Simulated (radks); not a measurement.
Spherical quantum dot in the effective-mass picture: electrons in a well V = -V0 / (1 + exp((r - R)/a)) with V0 = 4.91, R = 8.59, a = 0.34, with a point charge +2 (a donor) at the centre, all in effective atomic units (hartree* = m*/eps^2 hartree, bohr* = eps/m* bohr), one dielectric constant everywhere. Method: non-relativistic Kohn-Sham, LDA (Slater exchange, Perdew-Wang correlation), spin-polarised, spherical densities; computed with a radial shooting solver with Libxc functionals. Levels are named by radial order and angular momentum (1s, 1p, 1d, 2s, ...), and open shells are averaged over m.

N = 20, configuration 1s2 1p6 1d10 2s2. This is the lowest configuration that the search found. Occupied and some empty levels:

| level | occupation | eigenvalue (hartree*) | <r> (bohr*) |
|---|---|---|---|
| 1s | 2 | -2.5234 | 0.9830 |
| 2s | 2 | -2.2781 | 6.146 |
| 1p | 6 | -2.2504 | 6.214 |
| 1d | 10 | -2.1940 | 6.338 |
| 1f | 0 | -2.1145 | 6.454 |
| 1g | 0 | -2.0134 | 6.562 |
| 2p | 0 | -1.8756 | 4.354 |

Energy (hartree*): total -75.5596, kinetic 6.2903, external -109.25, Hartree 31.868, exchange-correlation -4.4715. Static polarisability (adiabatic kernel): 340.3 bohr*^3.

Electron density:

| r (bohr*) | n(r) (e/bohr*^3) |
|---|---|
| 0.242 | 1.363 |
| 0.849 | 0.1585 |
| 1.46 | 0.02391 |
| 2.06 | 0.004548 |
| 2.67 | 0.001691 |
| 3.28 | 0.001944 |
| 3.89 | 0.003382 |
| 4.50 | 0.005860 |
| 5.10 | 0.009236 |
| 5.71 | 0.01264 |
| 6.32 | 0.01405 |
| 6.92 | 0.01137 |
| 7.53 | 0.005545 |
| 8.14 | 0.001213 |
| 8.75 | 0.00009268 |
| 9.36 | 3.384e-06 |
| 9.96 | 9.888e-08 |
| 10.6 | 2.942e-09 |
